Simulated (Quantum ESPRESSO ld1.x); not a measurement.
Values are calculated unless marked as measured or tabulated.
Isoelectronic series with 28 electrons, all held in the configuration [Ar] 3d10, which need not be the ground one along the series. Code: ld1.x of Quantum ESPRESSO 7.5. Model: Dirac Kohn-Sham, PBEsol, spin-unpolarised, spherical densities, point nucleus. Total energies (hartree) and mean radii <r> (bohr) (* marks an orbital that is empty in some or all of the ions):

ion    E (hartree)  4p1/2*  4s1/2*   3d5/2   3d3/2   3p3/2
Ho39+    -11675.10  0.4444  0.4479  0.2028  0.1989  0.2268
Er40+    -12079.15  0.4346  0.4384  0.1988  0.1949  0.2225
Tm41+    -12491.21  0.4252  0.4292  0.1951  0.1911  0.2184
Yb42+    -12911.35  0.4161  0.4203  0.1914  0.1874  0.2144
Lu43+    -13339.67  0.4074  0.4118  0.1879  0.1839  0.2106
Hf44+    -13776.27  0.3990  0.4035  0.1845  0.1805  0.2068
Ta45+    -14221.24  0.3909  0.3956  0.1813  0.1771  0.2032
W46+     -14674.67  0.3830  0.3879  0.1781  0.1739  0.1998
Re47+    -15136.67  0.3755  0.3804  0.1751  0.1709  0.1964
Os48+    -15607.36  0.3681  0.3732  0.1721  0.1679  0.1931
Ir49+    -16086.83  0.3611  0.3662  0.1693  0.1650  0.1900
Pt50+    -16575.22  0.3542  0.3595  0.1665  0.1622  0.1869
Au51+    -17072.64  0.3476  0.3529  0.1638  0.1595  0.1839
Hg52+    -17579.23  0.3411  0.3465  0.1613  0.1568  0.1811
